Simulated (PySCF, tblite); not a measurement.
Parent: `[CH:1]#[C:2][c:3]1[cH:4][n:5][n:6]([CH2:7][CH3:8])[n:9]1` with N5–N6–C7–C8 89°, C6H7N3.

Structures optimised with GFN2-xTB, isolated species. One conformer each, not checked by frequencies here.

```tsv
coordinate of the parent	value
C1≡C2	1.200 Å
C2–C3	1.405 Å
C3–C4	1.409 Å
C4–N5	1.321 Å
N5–N6	1.312 Å
N6–C7	1.434 Å
C7–C8	1.526 Å
N6–N9	1.307 Å
C3–N9	1.334 Å
C1–C2–C3	178.6°
C2–C3–C4	128.4°
C2–C3–N9	124.3°
C4–C3–N9	107.3°
C3–C4–N5	107.9°
C4–N5–N6	104.9°
N5–N6–C7	122.4°
N5–N6–N9	115.2°
C7–N6–N9	122.4°
N6–C7–C8	110.8°
C3–N9–N6	104.7°
```

Question: In one relative the bonds that all share with the parent change as follows (parent's numbers): C2–C3 +0.079, C3–C4 -0.006, C4–N5 +0.003, N5–N6 -0.002, N6–C7 0.000, C7–C8 0.000, N6–N9 +0.005, C3–N9 -0.005 Å. Which is it?
A. `[CH:1]#[C:2][c:3]1[n:4][n:5]([CH2:6][CH3:7])[n:8][c:9]1[CH3:10]` with N4–N5–C6–C7 -88°
B. `[CH:1]#[C:2][c:3]1[n:4][n:5]([CH2:6][CH3:7])[n:8][c:9]1[SiH3:10]` with N4–N5–C6–C7 -88°
C. `[CH:1]#[C:2][c:3]1[n:4][n:5]([CH2:6][CH3:7])[n:8][c:9]1[C:10]#[N:11]` with N4–N5–C6–C7 88°
D. `[CH3:1][CH2:2][n:3]1[n:4][cH:5][c:6]([CH3:7])[n:8]1` with C1–C2–N3–N4 -89°

Answer: D. The changes in all of them (Å):

| SMILES | C2–C3 | C3–C4 | C4–N5 | N5–N6 | N6–C7 | C7–C8 | N6–N9 | C3–N9 |
| --- | --- | --- | --- | --- | --- | --- | --- | --- |
| C#Cc1nn(CC)nc1[SiH3] | -0.001 | +0.010 | +0.007 | -0.001 | 0.000 | 0.000 | +0.003 | -0.003 |
| C#Cc1nn(CC)nc1C#N | -0.003 | +0.014 | +0.011 | -0.008 | +0.001 | 0.000 | +0.002 | -0.005 |
| C#Cc1nn(CC)nc1C | -0.001 | +0.007 | +0.004 | +0.003 | 0.000 | 0.000 | +0.001 | -0.001 |
| CCn1ncc(C)n1 | +0.079 | -0.006 | +0.003 | -0.002 | 0.000 | 0.000 | +0.005 | -0.005 |

Atoms are paired thus: C#Cc1nn(CC)nc1[SiH3]: C1 = C1, C2 = C2, C3 = C3, C4 = C9, N5 = N8, N6 = N5, C7 = C6, C8 = C7, N9 = N4; C#Cc1nn(CC)nc1C#N: C1 = C1, C2 = C2, C3 = C3, C4 = C9, N5 = N8, N6 = N5, C7 = C6, C8 = C7, N9 = N4; C#Cc1nn(CC)nc1C: C1 = C1, C2 = C2, C3 = C3, C4 = C9, N5 = N8, N6 = N5, C7 = C6, C8 = C7, N9 = N4; CCn1ncc(C)n1: C2 = C7, C3 = C6, C4 = C5, N5 = N4, N6 = N3, C7 = C2, C8 = C1, N9 = N8.

All values are computed, not measured.
